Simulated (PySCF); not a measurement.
# Computed records: AlBClHN, AlB₂H₄O

All values are calculated (PySCF 2.14.0). Calculation on a computer-drawn molecule: the log of a Hartree-Fock and frozen-core CCSD(T) single point meant for a local Hartree-Fock minimum, with one planted fault or none, to be diagnosed. Offsets are logged minus clean, where the clean run is the same molecule without the fault. The reference is restricted for singlets and unrestricted otherwise, and also for a bond in bohr or an excited solution. Adding or removing an electron swaps singlet and doublet. The excited solution moves the top pair (singlet) or top alpha electron (doublet) to the lowest empty orbital. Highest occupied and lowest empty are orbital energies over both spins, largest force is the largest gradient component, triples share is (T) over the correlation energy, the T1 limit is 0.02 restricted and 0.045 unrestricted, electrons count all cores, a negative frequency is imaginary (commonest isotopes), and the dipole is about the centre of nuclear charge.

Common to all runs: meant charge 0; meant multiplicity 2; meant basis cc-pV(D+d)Z; logged SCF converged yes; possible faults no fault, one electron removed, one electron added, multiplicity raised by two, geometry at a saddle point, SCF held on an excited solution, minimal basis STO-3G, one bond length entered in bohr, all coordinates scaled.

(1) AlBClHN

Logged structure:
```xyz
5
AlBClHN
B     -0.7063    -1.9611     0.0963
N     -1.4266    -0.9482    -0.0249
Al    -2.4908     0.4536    -0.1166
Cl    -2.2194     1.8394    -1.7137
H     -0.0278    -2.9107     0.2063
```

```
logged electrons                     : 42
logged basis functions               : 79
logged spin squared                  : 0
logged highest occupied              : -17.014 eV
logged lowest empty                  : -7.1895 eV
logged largest force                 : 0.057217 hartree/bohr
logged T1 diagnostic                 : 0.018358
logged D1 diagnostic                 : 0.050013
logged triples share                 : 0.035442
logged CC converged                  : yes
logged dipole magnitude              : 6.0672 debye
logged SCF stable within its kind    : yes
logged energy HF                     : -780.95509 hartree
logged energy CCSD(T)                : -781.40484 hartree
planted fault                        : one electron removed
HF energy offset from clean run      : 184.4 kcal/mol
CCSD(T) energy offset from clean run : 185.6 kcal/mol
```

Drawn bonds:
```tsv
atom	other atom	order
1	2	1
2	3	2
3	4	1
1	5	1
```

(2) AlBClHN

Logged structure:
```xyz
5
AlBClHN
B     -0.7063    -1.9611     0.0963
N     -1.4266    -0.9482    -0.0249
Al    -3.4377     1.7008    -0.1983
Cl    -3.1663     3.0866    -1.7954
H     -0.0278    -2.9107     0.2063
```

```
logged electrons                     : 43
logged basis functions               : 79
logged spin squared                  : 0.7638
logged highest occupied              : -8.1918 eV
logged lowest empty                  : -0.4177 eV
logged largest force                 : 0.059173 hartree/bohr
logged T1 diagnostic                 : 0.017593
logged D1 diagnostic                 : 0.051407
logged triples share                 : 0.027574
logged CC converged                  : yes
logged dipole magnitude              : 5.1909 debye
logged SCF stable within its kind    : yes
logged energy HF                     : -781.12786 hartree
logged energy CCSD(T)                : -781.56839 hartree
planted fault                        : one bond length entered in bohr, row 2 of the drawn bonds
HF energy offset from clean run      : 75.97 kcal/mol
CCSD(T) energy offset from clean run : 82.94 kcal/mol
```

Drawn bonds:
```tsv
atom	other atom	order
1	2	1
2	3	2
3	4	1
1	5	1
```

(3) AlBClHN

Logged structure:
```xyz
5
AlBClHN
B     -0.7367    -2.0454     0.1004
N     -1.4879    -0.9889    -0.0260
Al    -2.5979     0.4731    -0.1217
Cl    -2.3148     1.9185    -1.7874
H     -0.0290    -3.0358     0.2151
```

```
logged electrons                     : 43
logged basis functions               : 79
logged spin squared                  : 0.7537
logged highest occupied              : -9.038 eV
logged lowest empty                  : 0.57154 eV
logged largest force                 : 0.045154 hartree/bohr
logged T1 diagnostic                 : 0.018502
logged D1 diagnostic                 : 0.047539
logged triples share                 : 0.03571
logged CC converged                  : yes
logged dipole magnitude              : 3.439 debye
logged SCF stable within its kind    : yes
logged energy HF                     : -781.23867 hartree
logged energy CCSD(T)                : -781.69733 hartree
planted fault                        : all coordinates scaled, by +4.3 %
HF energy offset from clean run      : 6.436 kcal/mol
CCSD(T) energy offset from clean run : 2.03 kcal/mol
```

Drawn bonds:
```tsv
atom	other atom	order
1	2	1
2	3	2
3	4	1
1	5	1
```

(4) AlB₂H₄O

Logged structure:
```xyz
8
AlB2H4O
B      2.5525    -3.4109    -1.5701
O      1.8652    -3.0548    -0.4999
Al     1.1712    -2.6290     0.9987
B      0.7483    -0.5595     1.3642
H      2.0463    -3.7281    -2.6235
H      0.8897    -3.8252     1.9884
H      1.5475     0.1811     1.8749
H     -0.3072    -0.0571     1.0794
```

```
logged electrons                  : 35
logged basis functions            : 85
logged spin squared               : 0.7653
logged highest occupied           : -4.2102 eV
logged lowest empty               : -2.0948 eV
logged largest force              : 0.13909 hartree/bohr
logged CC converged               : no
logged dipole magnitude           : 13.049 debye
logged SCF stable within its kind : no
logged energy HF                  : -368.34286 hartree
planted fault                     : SCF held on an excited solution
HF energy offset from clean run   : 84.62 kcal/mol
```

Drawn bonds:
```tsv
atom	other atom	order
1	2	1
2	3	1
3	4	1
1	5	1
3	6	1
4	7	1
4	8	1
```

Notes: CCSD not converged.

(5) AlB₂H₄O

Structure as in entry 4.

```
logged electrons                  : 35
logged basis functions            : 28
logged spin squared               : 0.7562
logged highest occupied           : -4.8419 eV
logged lowest empty               : 6.6472 eV
logged largest force              : 0.033598 hartree/bohr
logged T1 diagnostic              : 0.023205
logged D1 diagnostic              : 0.076989
logged triples share              : 0.040018
logged CC converged               : yes
logged dipole magnitude           : 2.2308 debye
logged SCF stable within its kind : yes
logged energy HF                  : -363.90378 hartree
logged energy CCSD(T)             : -364.08394 hartree
planted fault                     : withheld
```

Drawn bonds:
```tsv
atom	other atom	order
1	2	1
2	3	1
3	4	1
1	5	1
3	6	1
4	7	1
4	8	1
```

(6) AlB₂H₄O

Structure as in entry 4.

```
logged electrons                  : 34
logged basis functions            : 85
logged spin squared               : 0
logged highest occupied           : -14.464 eV
logged lowest empty               : -5.9817 eV
logged largest force              : 0.1313 hartree/bohr
logged T1 diagnostic              : 0.02161
logged D1 diagnostic              : 0.066138
logged triples share              : 0.028796
logged CC converged               : yes
logged dipole magnitude           : 7.4411 debye
logged SCF stable within its kind : yes
logged energy HF                  : -368.21826 hartree
logged energy CCSD(T)             : -368.65957 hartree
planted fault                     : withheld
```

Drawn bonds:
```tsv
atom	other atom	order
1	2	1
2	3	1
3	4	1
1	5	1
3	6	1
4	7	1
4	8	1
```

Notes: T1 above single-reference limit.

Q: Which fault was planted in the run of AlB₂H₄O (entry 5)?
A: minimal basis STO-3G

Q: Which fault was planted in the run of AlB₂H₄O (entry 6)?
A: one electron removed

Further results for AlB₂H₄O (entry 5):

```
HF energy offset from clean run      : 2870 kcal/mol
CCSD(T) energy offset from clean run : 3032 kcal/mol
```

Further results for AlB₂H₄O (entry 6):

```
HF energy offset from clean run      : 162.8 kcal/mol
CCSD(T) energy offset from clean run : 161.1 kcal/mol
```
